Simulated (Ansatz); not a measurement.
`C[CH2][AlH][Br]` + CH₃OH → `C[O][AlH][Br]` + ethane at 400 K and 1 bar (ligand exchange at the Al–C bond).

Calculated with Ansatz (gas phase, PBE0-D4/def2-TZVP geometries, no zero-point term in ΔE). CCSD(T)/CBS is the MP2 limit (def2-TZVPP, def2-QZVPP) plus CCSD(T) − MP2 in def2-TZVPP, frozen cores. This one scheme is used for every species. For Br outer-core shells are correlated without core-valence functions, which leaves a few kJ/mol of doubt a bond. Scalar relativity is left out up to krypton. One conformer a species, not always the lowest.

```json
{"species": "`C[CH2][AlH][Br]`", "CCSD(T)/CBS energy (Eh)": "-2895.11728", "H − E (kJ/mol)": "221.0", "S (J/(mol·K))": "384.6"}
{"species": "CH₃OH", "CCSD(T)/CBS energy (Eh)": "-115.61712", "H − E (kJ/mol)": "151.2", "S (J/(mol·K))": "252.6"}
{"species": "`C[O][AlH][Br]`", "CCSD(T)/CBS energy (Eh)": "-2931.07194", "H − E (kJ/mol)": "160.9", "S (J/(mol·K))": "372.3"}
{"species": "`CC`", "CCSD(T)/CBS energy (Eh)": "-79.71954", "H − E (kJ/mol)": "213.5", "S (J/(mol·K))": "244.3"}
```

H − E and S are ideal-gas, rigid-rotor, harmonic terms from PBE0-D4/def2-TZVP, for one conformer and one mirror image of each species. 1 Eh = 2625.50 kJ/mol, R = 8.31446 J/(mol·K).

By hand: ΔE, ΔH, ΔS and ΔG.

ΔE = (-2931.07194) + (-79.71954) − (-2895.11728) − (-115.61712) = -0.05708 Eh = -149.9 kJ/mol. Δ(H − E) = 160.9 + 213.5 − 221.0 − 151.2 = 2.2, so ΔH = -147.7 kJ/mol. ΔS = 372.3 + 244.3 − 384.6 − 252.6 = -20.6 J/(mol·K). ΔG = -147.7 − 400 × (-20.6)/1000 = -139.5 kJ/mol.

By hand: the equilibrium constant, and the temperature at which ΔG would vanish if ΔH and ΔS stayed fixed.

log₁₀ K = −ΔG/(RT ln 10) = 18.2. ΔG = 0 at ΔH/ΔS = 7170 K, far beyond where these terms or the molecules hold.

ΔH outweighs TΔS. A doubt of 5 kJ/mol in ΔE shifts log₁₀ K by 0.7 here. Other conformers and mirror images would add mixing entropy, several J/(mol·K) or more a flexible species. Modes under 60 cm⁻¹, often nearly free rotors, make the harmonic entropy too high. These are equilibria of isolated gas molecules and say nothing of rates. Largest T1 diagnostic: 0.010 (customary marks: 0.02 for closed shells, 0.045 for open ones).
